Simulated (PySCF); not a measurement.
Two-dimensional NMR puzzle

Compound of formula C5H7ClO2Si. Correlations simulated from computed shifts and the bond graph:

HSQC (one-bond C–H):
| δH | δC |
| --- | --- |
| 6.31 | 122.4 |
| 4.39 | 53.9 |
| 2.26 | 24.1 |

COSY cross peaks (H two or three bonds apart, from the bond graph; peaks can be absent where the dihedral angle is near 90°):
| δH | δH |
| --- | --- |
| 6.31 | 4.90 |
| 6.31 | 4.59 |
| 4.90 | 4.59 |
| 4.90 | 4.39 |
| 4.59 | 4.39 |

HMBC (two and three bonds, from the bond graph):
| δH | δC |
| --- | --- |
| 6.31 | 166.0, 53.9 |
| 4.90 | 166.0, 122.4, 53.9 |
| 4.59 | 166.0, 122.4, 53.9 |
| 4.39 | 166.0, 122.4 |
| 2.26 | 175.0 |

Carbons without hydrogens: δ 175.0, 166.0.

[PySCF: shieldings: GIAO PBE0/pcSseg-1; geometry from GFN2-xTB; isolated molecule; one computed conformer; one averaged value for each set of equivalent atoms; no relativistic terms]

Chemical shifts δ = σref − σ; $^{1}$H and $^{13}$C against TMS, all at this level.

Exchangeable hydrogens are left out of these lists.

Work out the connectivity.

Answers

SMILES C(C)(=O)OC1=C[SiH2][C@H]1Cl.

Atoms are numbered as in `[CH3:1][C:2](=[O:3])[O:4][C:5]1=[CH:6][SiH2:7][C@H:8]1[Cl:9]` (H(Xn): hydrogen on atom n). Ha(Si7) is cis to Cl9 on the ring; Hb(Si7) is trans to Cl9 on the ring.

δC 175.0 is C2, an ester carbonyl carbon. δC 166.0 is C5, an alkene carbon bearing oxygen. δC 122.4 is C6, a β carbon of an enol-ether or enamine type C=C (δH 6.31). δC 53.9 is C8, an allylic sp3 CH bonded to Cl and Si (δH 4.39). δC 24.1 is C1, a methyl carbon α to a carbonyl (δH 2.26). HMBC from δH 6.31 reaches the proton-free carbon C5. HMBC from δH 4.90 reaches the proton-free carbon C5. HMBC from δH 4.59 reaches the proton-free carbon C5. HMBC from δH 4.39 reaches the proton-free carbon C5. COSY links 6.31–4.90, 6.31–4.59, 4.90–4.59, 4.90–4.39, 4.59–4.39.

The data come from this structure; uniqueness wasn't tested.

Carbons that carry Cl, above all several Cl atoms, come out too deshielded, partly because spin–orbit coupling is missing. Shifts are as computed. Against solution values, carbons near 30 ppm lie about +3 ppm off and those near 130 ppm about +5 ppm; carbons on Cl a further +6 ppm. Of 1211 compounds with measured shifts, 218 miss one by over three times the rms of a fit or turn the order of signals round; such compounds aren't used in these exercises.
